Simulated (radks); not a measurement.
Results of a calculation; reference values are marked as such.
Q: The mean radii <r> (bohr) of the occupied orbitals of an atom or ion are listed with their occupations. Code: a radial shooting solver on a logarithmic mesh with Libxc functionals. Model: Dirac Kohn-Sham, PBE, spin-unpolarised, spherical densities, point nucleus.

| orbital | occ. | <r> |
|---|---|---|
| 1s1/2 | 2 | 0.02556 |
| 2s1/2 | 2 | 0.1074 |
| 2p1/2 | 2 | 0.09021 |
| 2p3/2 | 4 | 0.09590 |
| 3s1/2 | 2 | 0.2588 |

Name the element and its charge. Open shells, if any, are shared by 2j + 1.

A: Z = 56, barium, charge +44: Ba44+ in [Ne] 3s2. The 1s radius gives Z: for a bare nucleus <r> = (2 gamma + 1)/(2Z) with gamma = sqrt(1 - (Z/c)^2), 0.02523 bohr for Z = 56, and screening makes it slightly larger (0.02556 here). The occupations add up to 12, and the charge is Z minus that.
